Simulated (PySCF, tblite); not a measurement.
Isomers of C7H11O (doublet state). Computed with GFN2-xTB (tblite): harmonic, unscaled wavenumbers at the GFN2-xTB geometry, gas phase. This tight-binding method is rough: wavenumbers can miss measured ones by several per cent, in bad cases by 10 to 20. One conformer each. Open shells enter through the occupations alone, without spin polarisation, and single modes of such species can be off by tens of per cent.

Electronic energies: B3LYP/pcH-1 single points on the GFN2-xTB geometries (PySCF, gas phase).

```tsv
SMILES	electronic energy, lowest = 0 (kcal/mol)
[H]/[C]=C(/OC)[C@@H](C)C=C	27.7
[H]/[C]=C1/CC[C@@](C)(O)C1	4.9
C[CH]C[C@@H]1C=CCO1	0.0
```

Problem. How do GFN2-xTB zero-point energies change the relative energies?

Solution. 
| SMILES | ZPE (kcal/mol) | of it from modes above 1550 cm⁻¹ | electronic (kcal/mol) | with ZPE, lowest = 0 (kcal/mol) | lowest mode (cm⁻¹) | rings |
| --- | --- | --- | --- | --- | --- | --- |
| C[CH]C[C@@H]1C=CCO1 | 99.5 | 49.3 | 0.0 | 0.0 | 55 | 1 |
| [H]/[C]=C1/CC[C@@](C)(O)C1 | 100.3 | 50.8 | 4.9 | 5.8 | 51 | 1 |
| [H]/[C]=C(/OC)[C@@H](C)C=C | 98.1 | 52.7 | 27.7 | 26.3 | 31 | 0 |

The zero-point energies span 2.2 kcal/mol, from `[H]/[C]=C(/OC)[C@@H](C)C=C` to `[H]/[C]=C1/CC[C@@](C)(O)C1`. The order is unchanged.

Problem. And how do the electronic energies of GFN2-xTB itself compare?

Solution. `C[CH]C[C@@H]1C=CCO1` 0.0; `[H]/[C]=C1/CC[C@@](C)(O)C1` 5.0; `[H]/[C]=C(/OC)[C@@H](C)C=C` 35.7 kcal/mol, lowest = 0. Against the energies above, taken from the same isomer `C[CH]C[C@@H]1C=CCO1`, the largest difference is 8.0 kcal/mol.

Problem. What do entropy and thermal enthalpy add at 298.15 K and 1 bar (rigid rotor, harmonic oscillator, one conformer each)?

Solution. 
```json
{"SMILES": "C[CH]C[C@@H]1C=CCO1", "point group": "C1", "symmetry number": "1", "S (cal/(mol K))": "95.2", "H − H(0) (kcal/mol)": "6.24", "ZPE + H − H(0) − TS (kcal/mol)": "77.4"}
{"SMILES": "[H]/[C]=C1/CC[C@@](C)(O)C1", "point group": "C1", "symmetry number": "1", "S (cal/(mol K))": "90.5", "H − H(0) (kcal/mol)": "6.00", "ZPE + H − H(0) − TS (kcal/mol)": "79.4"}
{"SMILES": "[H]/[C]=C(/OC)[C@@H](C)C=C", "point group": "C1", "symmetry number": "1", "S (cal/(mol K))": "100.6", "H − H(0) (kcal/mol)": "7.05", "ZPE + H − H(0) − TS (kcal/mol)": "75.2"}
```

S holds R ln(2S + 1) for the spin.
